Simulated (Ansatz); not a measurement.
CH$_{3}$FSZn, SMILES `C[S][Zn][F]`. Total charge 0; spin multiplicity 1. Geometry: relaxed with PBE0-D4/def2-TZVP. It is one conformer, not always the lowest.

```xyz
7

C    -1.082   -0.187   -0.365
S    -0.344    0.749    1.017
Zn    1.749    0.404    0.733
F     3.465    0.134    0.518
H    -0.863   -1.251   -0.297
H    -2.160   -0.049   -0.275
H    -0.764    0.200   -1.332
```

Task: What is the dipole moment at r2SCAN/def2-TZVPP? (Estimate.)

Result: The calculation gave: 2.58 D, with components (-2.33, -0.53, -0.97) D in this frame, pointing from negative to positive charge.

Task: And with PBE, B3LYP, ωB97M-V? (An estimate is asked.)

Result: Ansatz gave: PBE 2.55 D, B3LYP 2.59 D, ωB97M-V 2.44 D.

Task: Give the Mulliken charges with r2SCAN, ωB97M-V, B3LYP in def2-TZVPP. (Best estimate.)

Result: Ansatz gave: 
```tsv
atom	r2SCAN	ωB97M-V	B3LYP
C1	-0.13	-0.34	-0.26
S2	-0.25	-0.20	-0.22
Zn3	0.59	0.60	0.59
F4	-0.48	-0.49	-0.49
H5	0.09	0.14	0.13
H6	0.08	0.14	0.12
H7	0.09	0.14	0.13
```

B3LYP here is the variant with VWN-RPA as its local correlation; programs differ in this.
